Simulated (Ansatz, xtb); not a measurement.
**C4H5FO3S: which of two isomers lies lower**

Structure a: `O=C(O)CO/C(S)=C/F`, a singlet. Structure b: `O=C(O)CO/C(S)=C\F`, a singlet. Both are isolated molecules in the gas phase, relaxed with B3LYP-D3(BJ)/def2-SVP; each stands in its lowest conformer found.

Quicker runs give these differences E(b) − E(a): GFN2-xTB −0.064 eV; HF/STO-3G +0.036 eV (at GFN2-xTB geometries); r2SCAN-D4/def2-SVP +0.060 eV (at GFN2-xTB geometries).

**Question.** Estimate E(b) − E(a) at the level CCSD(T)/def2-SVP + ΔMP2/def2-TZVPP.

**Answer.** CCSD(T)/def2-SVP + ΔMP2/def2-TZVPP gives E(b) − E(a) = −0.036 eV, slightly favouring structure b, which is too small a margin to settle the true order.

How the difference moves with the method:

```csv
level,geometry,E(b) − E(a) (eV),departure from the last row (eV),"job, with rough time for the two"
GFN2-xTB,GFN2-xTB,−0.064,−0.028,"optimisation, 0.14 s"
HF/STO-3G,GFN2-xTB,+0.036,+0.073,"single point, 0.8 s"
r2SCAN-D4/def2-SVP,GFN2-xTB,+0.060,+0.096,"single point, 7.8 s"
B3LYP-D3(BJ)/def2-SVP,B3LYP-D3(BJ)/def2-SVP,−0.035,+0.001,"optimisation, 3.3 min"
HF/def2-SVP,B3LYP-D3(BJ)/def2-SVP,−0.039,−0.003,part of the CCSD(T) run
MP2/def2-SVP,B3LYP-D3(BJ)/def2-SVP,−0.049,−0.013,part of the CCSD(T) run
CCSD(T)/def2-SVP,B3LYP-D3(BJ)/def2-SVP,−0.057,−0.020,single point
CCSD(T)/def2-SVP + ΔMP2/def2-TZVPP,B3LYP-D3(BJ)/def2-SVP,−0.036,,"single point, 5.4 min"
```

As drawn, both hold the same kinds of bond in the same numbers.

The largest departure from CCSD(T)/def2-SVP + ΔMP2/def2-TZVPP is that of r2SCAN-D4/def2-SVP, 0.096 eV. The last row adds to CCSD(T) the change of the MP2 difference between the two basis sets, here +0.020 eV.

With thermal terms from frequencies at re-optimised GFN2-xTB minima (ideal gas, soft modes damped towards free rotors, one conformer each, 298.15 K, 1 atm): on the last row, ΔE + ΔZPE = −0.035, ΔH = −0.032, ΔG = −0.038 eV.

The correlated steps freeze 13 core orbitals. Programs: Ansatz 0.2.0, xtb 6.7.1; the last row on 2 threads of Arm Neoverse V2 on a shared host.
